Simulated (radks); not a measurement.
Question: Spherical quantum dot in the effective-mass picture: electrons in a parabolic well V = omega^2 r^2 / 2 with omega = 0.0717, with a point charge +2 (a donor) at the centre, all in effective atomic units (hartree* = m*/eps^2 hartree, bohr* = eps/m* bohr), one dielectric constant everywhere. Calculated with a radial shooting solver with Libxc functionals: non-relativistic Kohn-Sham, LDA (Slater exchange, Perdew-Wang correlation), spin-polarised, spherical densities. Levels are named by radial order and angular momentum (1s, 1p, 1d, 2s, ...), and open shells are averaged over m. Each electron was tried in the lowest free levels, single moves between levels near the top were tried too, and the lowest total energy was kept; such a search can miss a lower state. Give the order in which the levels fill up to N = 38, the shell closures and the spin along the way.

Answer: Shells are first occupied in the order 1s, 2s, 1p, 1d, 1f, 3s, 2p. Open shells at each N (closed shells left out): 1: 1s(up 1, down 0); 2: none; 3: 2s(up 1, down 0); 4: none; 5: 1p(up 1, down 0); 6: 1p(up 2, down 0); 7: 1p(up 3, down 0); 8: 1p(up 3, down 1); 9: 1p(up 3, down 2); 10: none; 11: 1d(up 1, down 0); 12: 1d(up 2, down 0); 13: 1d(up 3, down 0); 14: 1d(up 4, down 0); 15: 1d(up 5, down 0); 16: 1d(up 5, down 1); 17: 1d(up 5, down 2); 18: 1d(up 5, down 3); 19: 1d(up 5, down 4); 20: none; 21: 1f(up 1, down 0); 22: 1f(up 2, down 0); 23: 1f(up 3, down 0); 24: 1f(up 4, down 0); 25: 1f(up 5, down 0); 26: 1f(up 6, down 0); 27: 1f(up 7, down 0); 28: 1f(up 7, down 1); 29: 1f(up 7, down 2); 30: 1f(up 7, down 3); 31: 1f(up 7, down 4); 32: 1f(up 7, down 5); 33: 1f(up 7, down 6); 34: none; 35: 1f(up 7, down 6); 36: none; 37: 2p(up 1, down 0); 38: 2p(up 2, down 0). All shells are closed at N = 2, 4, 10, 20, 34, 36 (there: 1s2 1p6 1d10 2s2 1f14 3s2). Largest 2S: 7, at N = 27.
